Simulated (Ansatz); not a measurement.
Relaxation of AlH$_{5}$O$_{2}$S (9 atoms, charge 0, multiplicity 1), to a largest force component of 0.03 eV/Å in at most 50 steps.

Method: RKS BLYP-D4/6-31G* (Ansatz 0.2.0).

```xyz
9
Properties=species:S:1:pos:R:3:forces:R:3
Al -0.090 0.604 -0.176 -0.10 0.47 0.24
H -0.012 -0.266 2.444 0.22 -1.59 0.42
O 1.451 -0.143 -0.347 0.05 0.02 -0.04
H 1.613 -0.823 -1.025 0.02 -0.04 -0.01
O -1.611 -0.013 -0.703 0.04 -0.09 -0.10
H -1.672 -0.893 -1.123 -0.02 0.11 0.08
S -0.147 2.599 0.846 -0.05 -0.19 -0.43
H 1.198 2.586 1.060 0.05 0.00 0.01
H -0.112 0.423 2.287 -0.22 1.30 -0.16
```

Problem. Where does it end, and by what steps?

Solution. It converged. The force dipped under the threshold on the way, but the program's further checks kept it going. After 10 steps the energy has fallen by 0.137 eV; H2 moved furthest, 0.56 Å.

```json
{"step": "0", "energy less start (eV)": "0.0000", "largest force component (eV/Å)": "1.586", "accepted": "yes"}
{"step": "1", "energy less start (eV)": "-0.1078", "largest force component (eV/Å)": "0.213", "accepted": "yes"}
{"step": "2", "energy less start (eV)": "-0.1211", "largest force component (eV/Å)": "0.180", "accepted": "yes"}
{"step": "3", "energy less start (eV)": "-0.1284", "largest force component (eV/Å)": "0.446", "accepted": "yes"}
{"step": "4", "energy less start (eV)": "-0.1337", "largest force component (eV/Å)": "0.047", "accepted": "yes"}
{"step": "5", "energy less start (eV)": "-0.1352", "largest force component (eV/Å)": "0.037", "accepted": "yes"}
{"step": "6", "energy less start (eV)": "-0.1361", "largest force component (eV/Å)": "0.008", "accepted": "yes"}
{"step": "7", "energy less start (eV)": "-0.1362", "largest force component (eV/Å)": "0.081", "accepted": "yes"}
{"step": "8", "energy less start (eV)": "-0.1364", "largest force component (eV/Å)": "0.041", "accepted": "yes"}
{"step": "9", "energy less start (eV)": "-0.1366", "largest force component (eV/Å)": "0.015", "accepted": "yes"}
{"step": "10", "energy less start (eV)": "-0.1368", "largest force component (eV/Å)": "0.023", "accepted": "yes"}
```

```xyz
9
Properties=species:S:1:pos:R:3
Al -0.064 0.703 -0.307
H -0.107 -0.562 2.909
O 1.499 0.014 -0.553
H 1.614 -0.845 -0.999
O -1.587 0.045 -0.770
H -1.675 -0.846 -1.151
S -0.125 2.676 0.659
H 1.233 2.734 0.782
H -0.171 0.153 2.693
```

Whether the end is a true minimum wasn't checked by a vibrational analysis.

Run time: 32 s on 1 thread of Arm Neoverse V1, with other jobs on the host, peak memory 0.12 GiB.
